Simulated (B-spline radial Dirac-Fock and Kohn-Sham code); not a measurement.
## X-ray scattering factor of Er⁶⁰⁺

System: erbium as Er⁶⁰⁺, configuration [He] 2s2 2p4.

The computed values come from a B-spline atomic structure program: configuration-average Dirac-Fock orbitals. f₀ is the Fourier transform of the spherical electron density, S the Waller-Hartree incoherent function, and s = sin θ/λ.

```csv
s (Å⁻¹),f₀,S
0,8.000,0.000
0.05,7.999,0.001
0.06,7.999,0.001
0.07,7.998,0.002
0.08,7.998,0.003
0.1,7.997,0.004
0.13,7.995,0.007
0.16,7.992,0.011
0.19,7.988,0.015
0.24,7.981,0.024
0.29,7.973,0.035
0.36,7.958,0.054
0.44,7.937,0.080
0.54,7.906,0.120
0.66,7.860,0.178
0.81,7.790,0.265
1,7.684,0.399
1.23,7.528,0.592
1.51,7.304,0.867
1.86,6.978,1.260
2.28,6.535,1.779
2.81,5.926,2.464
3.45,5.169,3.270
```

f₀ starts at the number of electrons, 8. The sum of ⟨r²⟩ over the electrons is 0.04416 bohr².
